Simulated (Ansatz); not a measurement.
`CCC(C)(CC(C)(CC(C)(C)C(=O)OCc1ccccc1)C(=O)OC)C(=O)OC1CCOC1=O`. The state is a triplet with charge 0. Geometry PBE-D4/def2-SVP, that of the neutral singlet; atoms count from 1.

```xyz
70

C     1.499    1.122    4.262
C     0.556    2.201    3.733
C    -0.377    1.825    2.527
C    -1.130    3.103    2.120
C     0.486    1.232    1.389
C    -0.142    0.986   -0.022
C    -1.457    0.200    0.062
C     0.981    0.223   -0.798
C     0.776   -0.298   -2.253
C    -0.082   -1.585   -2.328
C     0.225    0.767   -3.211
C     2.173   -0.707   -2.759
O     2.684   -0.332   -3.799
O     2.764   -1.580   -1.905
C     4.049   -2.119   -2.314
C     3.875   -3.353   -3.163
C     3.750   -4.619   -2.558
C     3.549   -5.767   -3.338
C     3.470   -5.660   -4.736
C     3.592   -4.402   -5.348
C     3.792   -3.254   -4.567
C    -0.309    2.358   -0.691
O     0.593    3.164   -0.828
O    -1.576    2.600   -1.117
C    -1.772    3.869   -1.753
C    -1.309    0.740    3.070
O    -1.028   -0.439    3.182
O    -2.498    1.256    3.503
C    -3.398    0.327    4.141
C    -4.484   -0.151    3.187
C    -5.512    0.985    3.282
O    -5.397    1.489    4.628
C    -4.182    1.168    5.168
O    -3.827    1.529    6.261
H     0.954    0.208    4.570
H     2.254    0.822    3.508
H     2.051    1.502    5.145
H     1.144    3.085    3.401
H    -0.100    2.562    4.555
H    -1.623    3.564    2.997
H    -1.912    2.910    1.362
H    -0.413    3.834    1.698
H     0.872    0.256    1.742
H     1.360    1.899    1.242
H    -1.918    0.074   -0.933
H    -1.281   -0.797    0.510
H    -2.204    0.729    0.685
H     1.279   -0.643   -0.174
H     1.853    0.911   -0.808
H    -0.017   -2.028   -3.343
H    -1.148   -1.372   -2.129
H     0.269   -2.344   -1.603
H    -0.819    1.025   -2.951
H     0.836    1.690   -3.182
H     0.243    0.391   -4.252
H     4.563   -2.358   -1.364
H     4.607   -1.332   -2.857
H     3.814   -4.704   -1.461
H     3.457   -6.751   -2.854
H     3.316   -6.560   -5.351
H     3.532   -4.314   -6.444
H     3.870   -2.262   -5.037
H    -1.131    3.958   -2.653
H    -1.517    4.697   -1.062
H    -2.840    3.911   -2.032
H    -2.812   -0.482    4.615
H    -4.915   -1.096    3.575
H    -4.112   -0.337    2.162
H    -6.560    0.661    3.127
H    -5.285    1.811    2.573
```

Single mean-field runs in def2-SVP are fitted with def2-universal-jkfit. At PBE0-D4/def2-SVP a singlet of charge 0 lies 4.15 eV below the triplet at the same geometry.

(1) Estimate the Mulliken populations of the heavy atoms from the PBE0/def2-SVP orbitals of Ansatz.

(2) Where does the spin sit?

(3) And the Mayer bond orders between heavy atoms (over 0.3)?

Answers

(1) 
```csv
atom,charge (e),spin (α − β)
C1,-0.07,0.00
C2,-0.05,0.00
C3,-0.44,0.00
C4,0.05,0.00
C5,0.09,0.00
C6,-0.42,0.00
C7,0.06,0.00
C8,0.08,0.00
C9,-0.43,0.00
C10,0.02,0.00
C11,0.05,0.00
C12,0.32,0.00
O13,-0.25,0.01
O14,-0.35,0.03
C15,0.25,-0.04
C16,-0.14,0.71
C17,-0.01,-0.31
C18,-0.02,0.61
C19,-0.03,0.73
C20,-0.02,-0.33
C21,-0.02,0.67
C22,0.30,0.00
O23,-0.26,0.00
O24,-0.34,0.00
C25,0.10,0.00
C26,0.34,0.00
O27,-0.26,0.00
O28,-0.34,0.00
C29,-0.01,0.00
C30,-0.07,0.00
C31,0.17,0.00
O32,-0.34,0.00
C33,0.31,0.00
O34,-0.21,0.00
```
Mulliken values depend strongly on the basis.

(2) Summed by element: C 2.03, O 0.04, H -0.07, of 2 unpaired in all. Largest on single atoms: C19 0.73, C16 0.71, C21 0.67.

(3) C1–C2 1.09 (1.53 Å); C2–C3 1.01 (1.57 Å); C3–C4 1.06 (1.54 Å); C3–C5 0.99 (1.55 Å); C3–C26 0.89 (1.53 Å); C5–C6 1.01 (1.56 Å); C6–C7 1.06 (1.53 Å); C6–C8 1.02 (1.56 Å); C6–C22 0.88 (1.54 Å); C8–C9 0.97 (1.56 Å); C9–C10 1.02 (1.55 Å); C9–C11 1.07 (1.53 Å); C9–C12 0.90 (1.54 Å); C12–O13 2.04 (1.22 Å); C12–O14 1.15 (1.36 Å); O14–C15 0.87 (1.45 Å); C15–C16 1.10 (1.51 Å); C16–C17 1.31 (1.41 Å); C16–C21 0.95 (1.41 Å); C17–C18 1.48 (1.40 Å); C18–C19 0.93 (1.40 Å); C19–C20 1.35 (1.40 Å); C20–C21 1.43 (1.40 Å); C22–O23 2.02 (1.22 Å); C22–O24 1.15 (1.36 Å); O24–C25 0.90 (1.43 Å); C26–O27 1.99 (1.22 Å); C26–O28 1.13 (1.37 Å); O28–C29 0.87 (1.44 Å); C29–C30 1.05 (1.52 Å); C29–C33 0.89 (1.54 Å); C30–C31 1.04 (1.53 Å); C31–O32 0.91 (1.44 Å); O32–C33 1.10 (1.37 Å); C33–O34 2.17 (1.20 Å).
